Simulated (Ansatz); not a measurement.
Start from `CO[Si]1(F)CO1` and change one atom or group to get `N[Si]1(F)CO1`.

Ansatz, PBE0-D4/def2-TZVP geometries, multiplicity 1. Each molecule was computed in one conformer, which needn't be the lowest.

```tsv
property	`CO[Si]1(F)CO1`
LUMO energy (PBE/def2-TZVPP) / eV	-0.65
HOMO–LUMO gap (ωB97M-V/def2-TZVPP) / eV	12.18
size of the dipole moment (ωB97M-V/def2-TZVPP) / D	2.69
LUMO energy (PBE0/def2-TZVPP) / eV	0.36
HOMO energy (PBE0/def2-TZVPP) / eV	-7.75
LUMO energy (ωB97M-V/def2-TZVPP) / eV	2.13
```

Q: Give the same properties after the change, and the shifts. (Best estimate.)

A: Computed: 
```csv
property,`N[Si]1(F)CO1`,shift
LUMO energy (PBE/def2-TZVPP) / eV,-0.51,0.14
HOMO–LUMO gap (ωB97M-V/def2-TZVPP) / eV,11.65,-0.53
size of the dipole moment (ωB97M-V/def2-TZVPP) / D,2.94,0.25
LUMO energy (PBE0/def2-TZVPP) / eV,0.39,0.03
HOMO energy (PBE0/def2-TZVPP) / eV,-7.42,0.33
LUMO energy (ωB97M-V/def2-TZVPP) / eV,1.93,-0.20
```

Dipoles are sizes alone; their direction can turn.
